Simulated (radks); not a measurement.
Results of a calculation; reference values are marked as such.
Q: Radial electron density D(r) = 4 pi r^2 rho(r) of an atom or ion with 42 electrons. Code: a radial shooting solver on a logarithmic mesh with Libxc functionals. Model: scalar-relativistic Kohn-Sham, exchange-only LDA, spin-polarised, spherical densities, finite nucleus; Fermi nuclear charge, rms radius of each element as measured or else 0.836 A^(1/3) + 0.57 fm.

r (bohr)  D(r) (e/bohr)  spin D(r)
0.005927          16.20  -0.000459
0.008228          24.95  -0.000718
0.01133           35.42   -0.00106
0.0156            45.76   -0.00152
0.02149           52.33   -0.00220
0.02959           51.97   -0.00342
0.04075           46.70   -0.00529
0.05612           45.82   -0.00490
0.07729           55.96     0.0126
0.1064            65.57     0.0853
0.1466            56.68      0.257
0.2035            41.67      0.493
0.2802            46.12      0.557
0.3859            47.84      0.267
0.5314            27.31    -0.0120
0.7318            12.37      0.550
1.008             11.56       1.98
1.388             8.742       2.85
1.911             3.922       2.30
2.632             1.346       1.16
3.625            0.3498      0.342
4.992           0.07810     0.0780
6.929            0.1234      0.123
9.543            0.1370      0.137
13.14           0.04801     0.0480
18.1           0.004479    0.00448

What is the nuclear charge?

A: Z = 42. The innermost maximum, from 1s, lies near gamma/Z bohr with gamma = sqrt(1 - (Z/c)^2) = 0.952, here 0.0227 bohr (found: 0.0248), and its height grows with Z. The density is that of neutral molybdenum in [Kr] 4d5 6s1; the configuration itself is not fixed sharply by these data, and Z only to a few units. D(r) has 5 maxima, at r = 0.0248, 0.109, 0.342, 1.000, 8.40 bohr, and minima at 0.0498, 0.220, 0.852, 5.28 bohr, inside which lie 2.04, 11.12, 29.37, 41.04 electrons.
